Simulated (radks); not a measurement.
Fractional charge and spin in the 6s shell of iridium: the spin-up occupation runs from 0 to 1 and the spin-down occupation from 0 to 1; the fullest corner is Ir, [Xe] 4f14 5d(up 3.5, down 3.5) 6s(up 1, down 1). All-electron calculation, scalar-relativistic Kohn-Sham, r2SCAN, spin-polarised, spherical densities, finite nucleus; meta-GGA in the generalised Kohn-Sham scheme; Fermi nuclear charge, rms radius of each element as measured or else 0.836 A^(1/3) + 0.57 fm. Program: a radial shooting solver on a logarithmic mesh with Libxc functionals. Energy (eV) above the fullest corner. The planes named below are the two flat planes that join the four corners, with an edge along up + down = one added electron.

down \ up,0,0.25,0.5,0.75,1
0,27.113,22.090,17.493,13.321,9.561
0.25,22.090,17.597,13.520,9.856,6.595
0.5,17.493,13.520,9.951,6.786,4.014
0.75,13.321,9.856,6.786,4.109,1.819
1,9.561,6.595,4.014,1.819,0.000

Corners above the fullest one (they belong to Ir+ and the next ion): (up 1, down 0) 9.561 eV, (up 0, down 1) 9.561 eV, (up 0, down 0) 27.113 eV. With half an added electron in each spin the energy lies 0.390 eV from the planes, and with half an added electron in spin up alone -0.844 eV. The planes are only a guide here: the flat-plane condition holds for ground states with one frontier orbital, while other shells are open and held unpolarised.
